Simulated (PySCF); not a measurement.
H6BN, charge -1, doublet, at the geometry of the source list (a state made from the parent by changing its charge; the spin is typed, not shown lowest) (in this run its highest filled SCF level lies above zero, so its values depend strongly on the basis, on diffuse functions most of all); DF-PBE0/aug-cc-pVDZ (PySCF).

The PySCF input:
```python
from pyscf import gto, scf, dft

mol = gto.Mole()
mol.atom = '''
    B    -0.82450000    0.10850000   -0.01790000
    N     0.82090000   -0.11000000    0.01830000
    H    -1.22580000   -0.63090000   -0.85970000
    H    -0.98570000    1.25740000   -0.28830000
    H    -1.20760000   -0.17230000    1.07380000
    H     1.01810000   -1.06680000    0.28750000
    H     1.21580000    0.53540000    0.69280000
    H     1.18890000    0.07880000   -0.90660000
'''
mol.basis = 'aug-cc-pvdz'
mol.charge = -1
mol.spin = 1
mol.verbose = 3
mol.build()

mf = dft.UKS(mol)
mf.xc = 'pbe0'
mf = mf.density_fit(auxbasis='def2-universal-jkfit')
mf.kernel()
mf.analyze()
```

The log (banner, timings and long lists left out):

```
converged SCF energy = -83.107987301755  <S^2> = 0.75009069  2S+1 = 2.0000907
**** MO energy ****
                             alpha | beta                alpha | beta
MO #1   energy= -14.3097474887669  | -14.3085109208308  occ= 1 | 1
MO #2   energy= -6.57611289245513  | -6.5759667842781   occ= 1 | 1
MO #3   energy= -0.815451239354396 | -0.812484171494591 occ= 1 | 1
MO #4   energy= -0.40938019288441  | -0.4074440182829   occ= 1 | 1
MO #5   energy= -0.409271587568545 | -0.407337262925067 occ= 1 | 1
MO #6   energy= -0.385643542013743 | -0.384070037119903 occ= 1 | 1
MO #7   energy= -0.230088559646952 | -0.228206399348077 occ= 1 | 1
MO #8   energy= -0.158753496232955 | -0.158392803481233 occ= 1 | 1
MO #9   energy= -0.158578543200192 | -0.158217426921992 occ= 1 | 1
MO #10  energy= 0.0387960618196499 | 0.0941085688634598 occ= 1 | 0
MO #11  energy= 0.0925246021343876 | 0.11438311744519   occ= 0 | 0
MO #12  energy= 0.0925854794869447 | 0.120981771465413  occ= 0 | 0
MO #13  energy= 0.105715000663066  | 0.121032378497749  occ= 0 | 0
MO #14  energy= 0.126854050784825  | 0.149113768774189  occ= 0 | 0
MO #15  energy= 0.12688898947016   | 0.149124310080826  occ= 0 | 0
MO #16  energy= 0.132058072784106  | 0.149155919976255  occ= 0 | 0
MO #17  energy= 0.167326489511874  | 0.176238207283161  occ= 0 | 0
MO #18  energy= 0.167518654498239  | 0.176402860640238  occ= 0 | 0

To work with the spin densities directly, `use mulliken_meta_spin()` only printing them here.

 ** Mulliken spin pop alpha/beta on meta-lowdin orthogonal AOs **
 ** Mulliken Spin Density (per atom)  **
spin density of  0 B =      0.09313
spin density of  1 N =      0.09837
spin density of  2 H =      0.02233
spin density of  3 H =      0.02233
spin density of  4 H =      0.02234
spin density of  5 H =      0.24854
spin density of  6 H =      0.24668
spin density of  7 H =      0.24628
 ** Mulliken pop alpha/beta on meta-lowdin orthogonal AOs **
 ** Mulliken atomic charges   ( Nelec_alpha | Nelec_beta ) **
charge of  0B =     -0.50049  (     2.79681      2.70368 )
charge of  1N =     -0.37638  (     3.73737      3.63901 )
charge of  2H =     -0.06176  (     0.54205      0.51971 )
charge of  3H =     -0.06206  (     0.54220      0.51986 )
charge of  4H =     -0.06185  (     0.54209      0.51975 )
charge of  5H =      0.01940  (     0.61457      0.36603 )
charge of  6H =      0.02135  (     0.61267      0.36599 )
charge of  7H =      0.02179  (     0.61224      0.36597 )

WARN: System has nonzero charge -1; the dipole moment is origin-dependent.
Location of origin: [0. 0. 0.]

Dipole moment(X, Y, Z, Debye): -4.22391,  0.57581, -0.09873
```
